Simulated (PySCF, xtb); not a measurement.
2,2,2-trifluoroethanol (C2H3F3O), SMILES OCC(F)(F)F. One conformer was computed; it need not be the lowest.

Harmonic wavenumbers (cm⁻¹) from xtb with GFN2-xTB at its own minimum, in rising order: 76, 194, 300, 374, 402, 472, 493, 599, 797, 914, 1058, 1088, 1119, 1169, 1188, 1294, 1331, 1433, 2896, 3001, 3506.

**Question.** What does B3LYP-D3(BJ)/def2-SVP in PySCF 2.14.0 give at its own minimum? (An estimate is asked for; the answer gives what the named calculation found.)

**Answer.** 115, 225, 335, 403, 430, 538, 551, 669, 841, 957, 1128, 1171, 1220, 1279, 1313, 1388, 1446, 1473, 3009, 3120, 3804. Paired by order, the mean absolute difference is 81 cm⁻¹ and the zero-point energies are 33.9 and 36.3 kcal/mol.
